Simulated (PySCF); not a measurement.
Ligands exchanged one at a time, Al F-CH3. All species are isolated molecules in the gas phase. Strings in code marks are SMILES.

Quantity: vertical ionisation energy (energy after one electron is removed minus that of the parent at the parent's geometry), in eV.

Case: `[CH3][Al]([CH3])[F]`. Geometry of `[CH3][Al]([CH3])[F]` (neutral, multiplicity 1, Å):

```xyz
10

C      1.7407    -0.1199     0.0454
Al    -0.0464     0.6466     0.1416
C     -1.7088    -0.3290    -0.1332
F     -0.1629     2.2699     0.4872
H      2.5041     0.5599     0.4275
H      1.8029    -1.0559     0.6076
H      2.0014    -0.3614    -0.9900
H     -1.9012    -1.0066     0.7048
H     -2.5692     0.3361    -0.2238
H     -1.6608    -0.9515    -1.0311
```

**Question.** What is the computed vertical ionisation energy (energy after one electron is removed minus that of the parent at the parent's geometry) (TPSSh-D3(BJ)/def2-TZVP // B3LYP-D3(BJ)/def2-TZVP (PySCF))?

**Answer.** 9.87 eV.
